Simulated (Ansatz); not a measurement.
Ansatz (a first-principles code) input:

Ansatz 0.2 input:
```yaml
crystal:
  periodic: [false, false, false]
  atoms:
    - {symbol: In, position_ang: [-0.87382826, -0.92071365, -0.96584775]}
    - {symbol: O, position_ang: [-0.02480944, 0.26218040, 0.51610740]}
    - {symbol: H, position_ang: [0.87431898, 0.62929995, 0.47213513]}
basis:
  gaussian:
    orbitals: def2-TZVP
hamiltonian:
  xc: b3lyp
  dispersion: d3bj
total_charge: 1
magnetization: {spin_polarized: true, initial_magnetization: 1}
relax: {f_tol: 0.002, max_steps: 150}
```

Q: Predict the final energy.

A: -265.77533 Eh (B3LYP-D3(BJ)/def2-TZVP). The basis has 87 functions.
